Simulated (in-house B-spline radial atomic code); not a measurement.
RPA and G0W0 on CAM-B3LYP: Kr VII (Kr6+)

Configuration [Ar] 3d10 4s2, mean-field start CAM-B3LYP. Computed with an all-electron radial atomic-structure program (B-spline basis): all electrons, scalar-relativistic (spin-free one-electron X2C), finite nucleus, each spin shell either full or empty, empty states to l = 9 with an (l + 1/2)⁻⁴ tail; G0W0 by contour deformation at full frequency.

Command:
```bash
python run_gw.py task.json out
```
Settings (radii: box in bohr, nucleus in fm):
```
Z                        36
electrons                30
configuration            [Ar] 3d10 4s2
hamiltonian              x2c
method                   camb3lyp
lmax                     9
rms_radius               4.1884
spin_polarised           False
box_radius               9.29
intervals                67
ion_configuration        [Ar] 3d10 4s1
```

Run time, properties included: 4.1 s on 1 thread of AMD EPYC 7R13 Processor (shared host).

Energies (hartree):

| term | value |
| --- | --- |
| mean-field total | -2780.45711 |
| Hartree-Fock functional on these orbitals | -2778.63992 |
| direct second order | -2.558 |
| second-order exchange | 0.74422 |
| SOSEX correction | 0.69122 |

Task: What is the RPA correlation energy, and what remains with SOSEX?

Result: RPA gives -2.2661 hartree (-2.06 eV per electron); RPA + SOSEX gives -1.5748, and the second-order doubles -1.8138 hartree (no singles). RPA lacks exchange-type terms and so overcorrelates at short range.

Quasi-particle levels (eV):

| level | occupied | mean field | Σx - vxc | Σc | QP weight | G0W0 |
| --- | --- | --- | --- | --- | --- | --- |
| 4s | yes | -105.72 | -1.59 | ? | ? | ? |
| 3d | yes | -179.85 | -14.48 | 3.18 | 0.950 | -191.16 |
| 3p | yes | -296.13 | -24.75 | 8.64 | 0.859 | -312.24 |
| 4p | no | -81.58 | 5.07 | -1.68 | 0.972 | -78.19 |

G0W0 = mean field + (Σx - vxc) + Σc, with Σc (partial-wave tail included) taken at the quasi-particle energy. Only the outer levels were computed. Levels of low weight are left out.

Task: Where does G0W0 put 4s?

Result: At -109.70 eV, with Σc = -2.39 eV and a quasi-particle weight of 0.973. The tabulated removal energy is 109.13 ± 0.05 eV (NIST, tabulated theory); the calculation leaves out spin-orbit coupling, Breit and QED terms, and what these don't explain is the method's own error.

Task: What does it cost to remove one electron (to [Ar] 3d10 4s1) by differences of total energies, each species on its own start (correlation terms add to the Hartree-Fock functional)?

Result: CAM-B3LYP 109.88 eV, Hartree-Fock functional 106.96 eV, + RPA 109.42 eV, + RPA + SOSEX 108.86 eV, + second order 109.60 eV. Tabulated: 109.13 ± 0.05 eV (NIST, tabulated theory); the calculation leaves out spin-orbit coupling, Breit and QED terms, and what these don't explain is the method's own error.
